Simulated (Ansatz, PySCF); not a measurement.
Reaction R1 + R2 → 2 P1, each structure at its B3LYP-D3(BJ)/def2-TZVP stationary point, reached from a drawn start (curvature not checked).
R1, H2 (SMILES [H][H]) (charge 0, multiplicity 1):
```xyz
2

H      0.00000     0.00000     0.37199
H      0.00000     0.00000    -0.37199
```
P1, SiH4 (SMILES [SiH4]) (charge 0, multiplicity 1):
```xyz
5

Si     0.0000     0.0000     0.0000
H      0.8547     0.8547     0.8547
H     -0.8547    -0.8547     0.8547
H     -0.8547     0.8547    -0.8547
H      0.8547    -0.8547    -0.8547
```
R2: Si2H6 (SMILES [SiH3][SiH3]), charge 0, multiplicity 1.

P less R. No zero-point or thermal terms.

Frozen-core correlation throughout. CBS(a, b) extrapolates the correlation energy as X⁻³ and adds the Hartree–Fock energy of set b.

Run with Ansatz (Gaussian basis) for Hartree–Fock, density functionals and correlated methods; PySCF for the D3/D4 terms. No computed number here is a measurement.

PBE/def2-TZVPP gives -2.18 kcal/mol for the reaction energy.

### Question
How do the other levels lie against it? Give each less PBE: PBE-D3(BJ)/def2-TZVPP, r2SCAN/def2-TZVPP, B3LYP/def2-TZVPP, wB97M-V/def2-TZVPP, B2PLYP/def2-TZVPP, MP2/CBS(cc-pV(T+d)Z, cc-pV(Q+d)Z), CCSD(T)/CBS(cc-pV(T+d)Z, cc-pV(Q+d)Z).

### Answer
PBE-D3(BJ)/def2-TZVPP 0.97; r2SCAN/def2-TZVPP -1.03; B3LYP/def2-TZVPP -4.41; wB97M-V/def2-TZVPP -3.55; B2PLYP/def2-TZVPP -4.17; MP2/CBS(cc-pV(T+d)Z, cc-pV(Q+d)Z) -2.52; CCSD(T)/CBS(cc-pV(T+d)Z, cc-pV(Q+d)Z) -2.24 kcal/mol. 1 of 7 lie above PBE; the widest gap is to B3LYP/def2-TZVPP.

Ansatz is a program for electronic structure.
